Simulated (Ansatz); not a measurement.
`C[SiH](F)[SiH2]Cl` + H₂S → `C[SiH](F)S` + `[SiH3]Cl` at 298.15 K and 1 bar (cleavage of the Si–Si bond).

Computed with Ansatz on PBE0-D4/def2-TZVP structures; ΔE is electronic, products minus reactants. CBS: MP2 limit from def2 TZ/QZ plus the TZ coupled-cluster correction, frozen cores. This one scheme is used for every species. Each species was taken in one conformer, which may not be the lowest.

| species | CCSD(T)/CBS energy (Eh) | H − E (kJ/mol) | S (J/(mol·K)) |
| --- | --- | --- | --- |
| `C[SiH](F)[SiH2]Cl` | -1179.51385 | 201.5 | 383.7 |
| H₂S | -398.97279 | 49.9 | 205.7 |
| `C[SiH](F)S` | -827.81979 | 172.3 | 329.6 |
| `[SiH3]Cl` | -750.69636 | 80.1 | 250.8 |

H − E and S are ideal-gas, rigid-rotor, harmonic terms from PBE0-D4/def2-TZVP, for one conformer and one mirror image of each species. 1 Eh = 2625.50 kJ/mol, R = 8.31446 J/(mol·K).

Question: By hand: ΔE, ΔH, ΔS and ΔG.

Answer: ΔE = (-827.81979) + (-750.69636) − (-1179.51385) − (-398.97279) = -0.02951 Eh = -77.5 kJ/mol. Δ(H − E) = 172.3 + 80.1 − 201.5 − 49.9 = 1.0, so ΔH = -76.5 kJ/mol. ΔS = 329.6 + 250.8 − 383.7 − 205.7 = -9.0 J/(mol·K). ΔG = -76.5 − 298.15 × (-9.0)/1000 = -73.8 kJ/mol.

Question: By hand: the equilibrium constant, and the temperature at which ΔG would vanish if ΔH and ΔS stayed fixed.

Answer: log₁₀ K = −ΔG/(RT ln 10) = 12.9. ΔG = 0 at ΔH/ΔS = 8500 K, far beyond where these terms or the molecules hold.

The number of gas molecules stays the same, so ΔS is small and ΔH decides. A doubt of 5 kJ/mol in ΔE shifts log₁₀ K by 0.9 here. Other conformers and mirror images would add mixing entropy, several J/(mol·K) or more a flexible species. Modes under 60 cm⁻¹, often nearly free rotors, make the harmonic entropy too high. These are equilibria of isolated gas molecules and say nothing of rates. Largest T1 diagnostic: 0.011 (customary marks: 0.02 for closed shells, 0.045 for open ones).
